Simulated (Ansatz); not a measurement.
Computed with Ansatz on PBE0-D4/def2-TZVP structures; ΔE is electronic, products minus reactants. CCSD(T)/CBS is the MP2 limit (def2-TZVPP, def2-QZVPP) plus CCSD(T) − MP2 in def2-TZVPP, frozen cores. For Se outer-core shells are correlated without core-valence functions, which leaves a few kJ/mol of doubt a bond. Scalar relativity is left out up to krypton. Each species was taken in one conformer, which may not be the lowest.

Reaction (ligand exchange at a P–S bond): `CC(O)SP` + `C[SeH]` → `C[Se]P` + `CC(O)S`

```csv
species,CCSD/def2-SVP energy (Eh)
`CC(O)SP`,-893.37470
`C[SeH]`,-2440.11956
`C[Se]P`,-2781.47051
`CC(O)S`,-552.02293
```

**Question.** Work out ΔE.

**Answer.** ΔE = (-2781.47051) + (-552.02293) − (-893.37470) − (-2440.11956) = 0.00082 Eh = +2.2 kJ/mol. CCSD(T)/CBS gives +1.7 kJ/mol.

Largest T1 diagnostic among the species: 0.012.

Leaving LDA and LC-ωPBE aside and taking each functional with its dispersion term where it has one, the values, not all of them listed here, spread over 5.0 kJ/mol, from BHLYP-D4 to B97M-V. LDA lies +4.6 kJ/mol from PBE without D4.
